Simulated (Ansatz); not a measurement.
Stepwise reaction of `O[SiH2]F` with water, as a gas-phase model of exchange steps in deposition or etching. ΔE in kJ/mol; ΔG adds harmonic PBE0-D4 terms to CCSD(T)/CBS, at 1 bar.

Program: Ansatz. Geometries: PBE0-D4/def2-TZVP. ΔE: electronic, gas phase. CCSD(T)/CBS adds triple-zeta CCSD(T) − MP2 to the extrapolated MP2 energy (def2 sets, frozen cores). This one scheme is used for every species. DFT in def2-TZVPP. B3LYP here is the variant with VWN-RPA as its local correlation; programs differ in this. One conformer a species, not always the lowest.

| step | reaction | PBE-D4 | B3LYP-D4 | ωB97M-V | CCSD(T)/CBS | ΔG(500 K) |
| --- | --- | --- | --- | --- | --- | --- |
| 2 | `O[SiH](O)F` + H₂O → `O[Si](O)(O)F` + H₂ | -87.9 | -95.2 | -96.6 | -93.5 | -88.5 |

Task: Give the row of step 1, `O[SiH2]F` + H₂O → `O[SiH](O)F` + H₂. (An estimate is asked.)

Result: Computed: 
```tsv
step	reaction	PBE-D4	B3LYP-D4	ωB97M-V	CCSD(T)/CBS	ΔG(500 K)
1	`O[SiH2]F` + H₂O → `O[SiH](O)F` + H₂	-96.9	-102.9	-104.3	-101.0	-99.2
```

Task: By hand: ΔE of the 2 steps together at CCSD(T)/CBS.

Result: (-101.0) + (-93.5) = -194.5 kJ/mol, or -97.2 kJ/mol a step.

In ΔE each step is higher than the one before. All are downhill at CCSD(T)/CBS. ΔG lies between -99.2 and -88.5 kJ/mol a step. PBE-D4 differs from CCSD(T)/CBS by 4.1 to 5.6 kJ/mol a step. Isolated molecules leave out the surface, adducts and barriers. Largest T1 diagnostic: 0.011.
